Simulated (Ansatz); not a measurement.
Geometry optimisation of Mg14S14⁺.

```yaml
crystal:
  periodic: [false, false, false]
  atoms:
    - {symbol: Mg, position_ang: [0.364245, -5.200710, 0.197724]}
    - {symbol: S, position_ang: [0.033269, -4.969495, -2.071420]}
    - {symbol: Mg, position_ang: [0.251296, -2.679146, -1.750241]}
    - {symbol: S, position_ang: [-1.117121, -0.642270, -1.545811]}
    - {symbol: Mg, position_ang: [-2.192936, 1.562838, -1.748894]}
    - {symbol: S, position_ang: [-4.288044, 2.512149, -2.073692]}
    - {symbol: Mg, position_ang: [-4.312286, 2.920594, 0.194154]}
    - {symbol: S, position_ang: [1.837904, -6.191156, 1.898964]}
    - {symbol: Mg, position_ang: [1.966053, -3.890307, 2.501480]}
    - {symbol: S, position_ang: [0.133290, -2.784942, 1.303661]}
    - {symbol: Mg, position_ang: [-0.828941, -0.482449, 0.911497]}
    - {symbol: S, position_ang: [-2.341618, 1.500239, 1.305156]}
    - {symbol: Mg, position_ang: [-2.388687, 3.650818, 2.486819]}
    - {symbol: S, position_ang: [-4.449519, 4.690309, 1.895518]}
    - {symbol: Mg, position_ang: [3.817264, -5.532839, 0.611513]}
    - {symbol: S, position_ang: [3.947914, -2.969095, 1.449986]}
    - {symbol: Mg, position_ang: [2.231802, -1.420289, 0.715545]}
    - {symbol: S, position_ang: [1.353748, 0.789976, 1.162928]}
    - {symbol: Mg, position_ang: [-0.121126, 2.652772, 0.708104]}
    - {symbol: S, position_ang: [-0.593928, 4.912744, 1.451305]}
    - {symbol: Mg, position_ang: [-2.885030, 6.064292, 0.602204]}
    - {symbol: S, position_ang: [4.907990, -5.328835, -1.429720]}
    - {symbol: Mg, position_ang: [4.033300, -3.197415, -1.209997]}
    - {symbol: S, position_ang: [2.465956, -1.391771, -1.772061]}
    - {symbol: Mg, position_ang: [1.048637, 0.603043, -1.368369]}
    - {symbol: S, position_ang: [0.034725, 2.826960, -1.779608]}
    - {symbol: Mg, position_ang: [-0.750742, 5.084855, -1.210390]}
    - {symbol: S, position_ang: [-2.157392, 6.909130, -1.436356]}
basis:
  gaussian: {orbitals: def2-SVP, fitting: {mean_field: def2-universal-jkfit}}
total_charge: 1
magnetization: {spin_polarized: true, initial_magnetization: 1}
hamiltonian: {xc: pbe, dispersion: d4}
scf: {lower_state_search: "off"}
output: {orbitals: {seedname: orbitals}}
relax: {f_tol: 0.03, max_steps: 70}
```

```sh
$ ansatz run in.yaml --threads 2 --pin off --events-out ev --progress --plain --max-ram 32768MiB --backend cuda --devices 0, --max-vram 18GiB
```

Output, abridged:

```
Functional definition: PBE
mean field -227773.21883516 eV, -8370.5114019591 hartree, gradient 3.0e-6 eV, S^2 0.753032; 0 other end points of the search recorded, 0 dependent functions left out
relax step   1: F+E_penalty+E_count = -227775.94802038 eV  Δ(F+E_penalty+E_count) = +0.000e0 eV  max|allowed force component| = 4.567e-1 eV/Å  Δτ_max = 0.0000 Å  (61 SCF iters, accepted)
mean field -227773.28673827 eV, -8370.5138973524 hartree, gradient 2.3e-6 eV, S^2 0.753018; 0 other end points of the search recorded, 0 dependent functions left out
relax step   2: F+E_penalty+E_count = -227776.02591030 eV  Δ(F+E_penalty+E_count) = -7.789e-2 eV  max|allowed force component| = 1.489e-1 eV/Å  Δτ_max = 0.0870 Å  (30 SCF iters, accepted)
mean field -227773.34057978 eV, -8370.5158759917 hartree, gradient 2.1e-6 eV, S^2 0.753231; 0 other end points of the search recorded, 0 dependent functions left out
relax step   3: F+E_penalty+E_count = -227776.10756690 eV  Δ(F+E_penalty+E_count) = -8.166e-2 eV  max|allowed force component| = 8.120e-2 eV/Å  Δτ_max = 0.2000 Å  (29 SCF iters, accepted)
mean field -227773.38099639 eV, -8370.5173612746 hartree, gradient 1.4e-6 eV, S^2 0.753262; 0 other end points of the search recorded, 0 dependent functions left out
relax step   4: F+E_penalty+E_count = -227776.17636479 eV  Δ(F+E_penalty+E_count) = -6.880e-2 eV  max|allowed force component| = 1.298e-1 eV/Å  Δτ_max = 0.2000 Å  (29 SCF iters, accepted)
mean field -227773.41076968 eV, -8370.5184554230 hartree, gradient 2.9e-6 eV, S^2 0.753210; 0 other end points of the search recorded, 0 dependent functions left out
relax step   5: F+E_penalty+E_count = -227776.23797142 eV  Δ(F+E_penalty+E_count) = -6.161e-2 eV  max|allowed force component| = 3.184e-1 eV/Å  Δτ_max = 0.1865 Å  (28 SCF iters, accepted)
mean field -227773.53987517 eV, -8370.5231999620 hartree, gradient 2.5e-6 eV, S^2 0.752946; 0 other end points of the search recorded, 0 dependent functions left out
relax step   6: F+E_penalty+E_count = -227776.39930420 eV  Δ(F+E_penalty+E_count) = -1.613e-1 eV  max|allowed force component| = 3.634e-1 eV/Å  Δτ_max = 0.1948 Å  (28 SCF iters, accepted)
mean field -227773.78134230 eV, -8370.5320737153 hartree, gradient 1.5e-6 eV, S^2 0.752834; 0 other end points of the search recorded, 0 dependent functions left out
relax step   7: F+E_penalty+E_count = -227776.67276017 eV  Δ(F+E_penalty+E_count) = -2.735e-1 eV  max|allowed force component| = 4.156e-1 eV/Å  Δτ_max = 0.1983 Å  (28 SCF iters, accepted)
mean field -227774.01588808 eV, -8370.5406931138 hartree, gradient 2.7e-6 eV, S^2 0.752875; 0 other end points of the search recorded, 0 dependent functions left out
relax step   8: F+E_penalty+E_count = -227776.92289912 eV  Δ(F+E_penalty+E_count) = -2.501e-1 eV  max|allowed force component| = 1.983e-1 eV/Å  Δτ_max = 0.1947 Å  (26 SCF iters, accepted)
mean field -227774.15208801 eV, -8370.5456983689 hartree, gradient 1.4e-6 eV, S^2 0.752812; 0 other end points of the search recorded, 0 dependent functions left out
relax step   9: F+E_penalty+E_count = -227777.04675992 eV  Δ(F+E_penalty+E_count) = -1.239e-1 eV  max|allowed force component| = 1.007e-1 eV/Å  Δτ_max = 0.2000 Å  (26 SCF iters, accepted)
mean field -227774.24584645 eV, -8370.5491439281 hartree, gradient 1.7e-6 eV, S^2 0.752710; 0 other end points of the search recorded, 0 dependent functions left out
relax step  10: F+E_penalty+E_count = -227777.12577725 eV  Δ(F+E_penalty+E_count) = -7.902e-2 eV  max|allowed force component| = 1.263e-1 eV/Å  Δτ_max = 0.2000 Å  (26 SCF iters, accepted)
mean field -227774.34813379 eV, -8370.5529029184 hartree, gradient 1.7e-6 eV, S^2 0.752647; 0 other end points of the search recorded, 0 dependent functions left out
relax step  11: F+E_penalty+E_count = -227777.20556448 eV  Δ(F+E_penalty+E_count) = -7.979e-2 eV  max|allowed force component| = 2.173e-1 eV/Å  Δτ_max = 0.2000 Å  (26 SCF iters, accepted)
mean field -227774.52846782 eV, -8370.5595300719 hartree, gradient 2.8e-6 eV, S^2 0.752573; 0 other end points of the search recorded, 0 dependent functions left out
relax step  12: F+E_penalty+E_count = -227777.35219011 eV  Δ(F+E_penalty+E_count) = -1.466e-1 eV  max|allowed force component| = 2.867e-1 eV/Å  Δτ_max = 0.1992 Å  (26 SCF iters, accepted)
mean field -227774.73490686 eV, -8370.5671165666 hartree, gradient 2.6e-6 eV, S^2 0.752490; 0 other end points of the search recorded, 0 dependent functions left out
relax step  13: F+E_penalty+E_count = -227777.53778111 eV  Δ(F+E_penalty+E_count) = -1.856e-1 eV  max|allowed force component| = 2.530e-1 eV/Å  Δτ_max = 0.1978 Å  (26 SCF iters, accepted)
mean field -227774.91430816 eV, -8370.5737094427 hartree, gradient 2.4e-6 eV, S^2 0.752405; 0 other end points of the search recorded, 0 dependent functions left out
relax step  14: F+E_penalty+E_count = -227777.70922048 eV  Δ(F+E_penalty+E_count) = -1.714e-1 eV  max|allowed force component| = 1.398e-1 eV/Å  Δτ_max = 0.1954 Å  (26 SCF iters, accepted)
mean field -227775.02333021 eV, -8370.5777159291 hartree, gradient 1.9e-6 eV, S^2 0.752402; 0 other end points of the search recorded, 0 dependent functions left out
relax step  15: F+E_penalty+E_count = -227777.82155547 eV  Δ(F+E_penalty+E_count) = -1.123e-1 eV  max|allowed force component| = 6.151e-2 eV/Å  Δτ_max = 0.1999 Å  (26 SCF iters, accepted)
mean field -227775.03863248 eV, -8370.5782782773 hartree, gradient 2.7e-6 eV, S^2 0.752402; 0 other end points of the search recorded, 0 dependent functions left out
relax step  16: F+E_penalty+E_count = -227777.84564890 eV  Δ(F+E_penalty+E_count) = -2.409e-2 eV  max|allowed force component| = 6.431e-2 eV/Å  Δτ_max = 0.1499 Å  (26 SCF iters, accepted)
mean field -227775.01559160 eV, -8370.5774315406 hartree, gradient 1.0e-6 eV, S^2 0.752412; 0 other end points of the search recorded, 0 dependent functions left out
relax step  17: F+E_penalty+E_count = -227777.82681640 eV  Δ(F+E_penalty+E_count) = +1.883e-2 eV  max|allowed force component| = 1.720e-1 eV/Å  Δτ_max = 0.0975 Å  (28 SCF iters, rejected (line search))
mean field -227775.04390782 eV, -8370.5784721424 hartree, gradient 1.3e-6 eV, S^2 0.752406; 0 other end points of the search recorded, 0 dependent functions left out
relax step  18: F+E_penalty+E_count = -227777.85229812 eV  Δ(F+E_penalty+E_count) = -6.649e-3 eV  max|allowed force component| = 1.306e-2 eV/Å  Δτ_max = 0.0487 Å  (23 SCF iters, accepted)
Total energy: -227777.85242085 eV, -8370.6816830928 hartree
Atom 0 at     0.710746    -5.238097     0.116564 Å, force     0.001147    -0.005986    -0.004267 eV/Å
Atom 1 at     0.751699    -4.892922    -2.239034 Å, force    -0.000952     0.000506    -0.001153 eV/Å
Atom 2 at     0.165073    -2.646664    -1.622708 Å, force    -0.003363     0.002132     0.005943 eV/Å
Atom 3 at    -1.352779    -0.782074    -1.739997 Å, force     0.002151     0.001450     0.002417 eV/Å
Atom 4 at    -2.208742     1.464847    -1.625235 Å, force     0.000265    -0.004289     0.005855 eV/Å
Atom 5 at    -3.860447     3.095415    -2.243872 Å, force     0.000086    -0.000924    -0.000955 eV/Å
Atom 6 at    -4.181029     3.234629     0.111463 Å, force    -0.004882     0.004051    -0.004319 eV/Å
Atom 7 at     2.066865    -5.969396     1.927607 Å, force     0.000039     0.006951    -0.001501 eV/Å
Atom 8 at     1.655024    -3.731773     2.714705 Å, force    -0.005377    -0.003948     0.005918 eV/Å
Atom 9 at     0.013126    -2.881936     1.025652 Å, force    -0.001596     0.007499    -0.003411 eV/Å
Atom 10 at    -1.004752    -0.579617     0.736637 Å, force    -0.000229    -0.000307    -0.008428 eV/Å
Atom 11 at    -2.489921     1.453192     1.023015 Å, force     0.005863    -0.005096    -0.003626 eV/Å
Atom 12 at    -2.405751     3.301512     2.710440 Å, force    -0.006187    -0.002654     0.006156 eV/Å
Atom 13 at    -4.137272     4.776303     1.921190 Å, force     0.006276    -0.003467    -0.001710 eV/Å
Atom 14 at     4.029933    -4.671527     1.095262 Å, force     0.005367     0.005739     0.004114 eV/Å
Atom 15 at     3.697896    -2.553947     2.312444 Å, force     0.010027    -0.002865     0.004481 eV/Å
Atom 16 at     2.377050    -1.432028     0.648591 Å, force    -0.001851    -0.013058     0.000183 eV/Å
Atom 17 at     1.134395     0.655561     0.932359 Å, force    -0.005483    -0.003057    -0.009189 eV/Å
Atom 18 at    -0.052094     2.775238     0.645912 Å, force    -0.011984     0.004746     0.000375 eV/Å
Atom 19 at    -0.364060     4.481384     2.308262 Å, force     0.002421     0.010309     0.004253 eV/Å
Atom 20 at    -2.031268     5.826629     1.088929 Å, force     0.007537     0.001922     0.004564 eV/Å
Atom 21 at     4.896260    -4.808616    -1.125016 Å, force     0.004787     0.003602    -0.001287 eV/Å
Atom 22 at     2.980590    -3.873459    -2.165808 Å, force    -0.004103    -0.001165    -0.000276 eV/Å
Atom 23 at     2.388494    -1.467715    -1.836814 Å, force     0.004148    -0.000416    -0.004615 eV/Å
Atom 24 at     0.875756     0.504699    -1.578383 Å, force    -0.008009    -0.004780     0.006775 eV/Å
Atom 25 at    -0.075903     2.800703    -1.839530 Å, force     0.001436     0.003915    -0.004370 eV/Å
Atom 26 at    -1.863179     4.516092    -2.170800 Å, force    -0.003082    -0.003271    -0.000611 eV/Å
Atom 27 at    -1.715689     6.643568    -1.131836 Å, force     0.005548     0.002460    -0.001316 eV/Å
Dipole moment:    -0.876162    -0.505687     0.810965 e Å
Checks for a lower state left out: stability, starts, cluster_reference, orbital_swaps, neighbouring_geometries, increment
```

It took 2.6 min on 2 threads of AMD EPYC 7R13 on a shared host and a share (18 GiB) of an NVIDIA H100 80GB HBM3, peak host memory 1.1 GiB.

Single mean-field runs in def2-SVP are fitted with def2-universal-jkfit. The gap within one spin of the relaxed charge 1 doublet nearly closes, so an electron or hole may be smeared out by delocalisation error. The geometry of the relaxed charge 1 doublet is only loosely relaxed.
